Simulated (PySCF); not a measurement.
**Cu²⁺: ionisation energy**

Cu²⁺ [Ar] 3d9 (2D) → Cu³⁺ [Ar] 3d8 (3F), as a difference of total energies. Calculation: PySCF 2.14, in aug-cc-pwCVTZ-DK with one added diffuse shell each of s, p, d, f, g type (11s10p8d5f4g, 152 functions); scalar relativity by spin-free X2C-1e. Correlated levels: valence: [Ar] frozen; valence and next inner shell: [Ne] frozen; nothing frozen. The calculations carry no spin-orbit coupling.

Order these methods by the ionisation energy they give, lowest first.
A. LDA
B. PBE
C. MP2 (valence)
D. r2SCAN

D (36.489 eV), C (36.854 eV), B (37.369 eV), A (38.092 eV).

A first-order spin-orbit estimate (lowest level to lowest level, LS coupling) adds -0.072 eV.

For comparison: 36.841 ± 0.012 eV (measured; NIST Atomic Spectra Database, ionization energies).
